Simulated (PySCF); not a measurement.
AlCl₃, SMILES [Cl][Al-]([Cl])[Cl], charge -1, multiplicity 2. Geometry optimised at PBE-D3(BJ)/def2-SVPD.

Method: PBE-D3(BJ)/def2-SVPD (PySCF).

Harmonic wavenumbers (cm⁻¹): 113, 113, 171, 354, 423, 423. Rotational constants (GHz): 2.059, 2.059, 1.091; symmetry number 3.

**Question.** Work out the zero-point energy and the ideal-gas rigid-rotor harmonic-oscillator thermochemistry at 298.15 K and 1 atm.

**Answer.** ZPE = ½ Σ hcν = ½ × 1598 cm⁻¹ = 9.56 kJ/mol. H − E(el) = 27.24 kJ/mol. Entropy in J/(mol K): translation 169.77, rotation 110.66, vibration 49.18, spin 5.76, total 335.37. G − E(el) = -72.75 kJ/mol. Cp = 75.77 J/(mol K). Modes under 150 cm⁻¹ make the vibrational entropy uncertain.
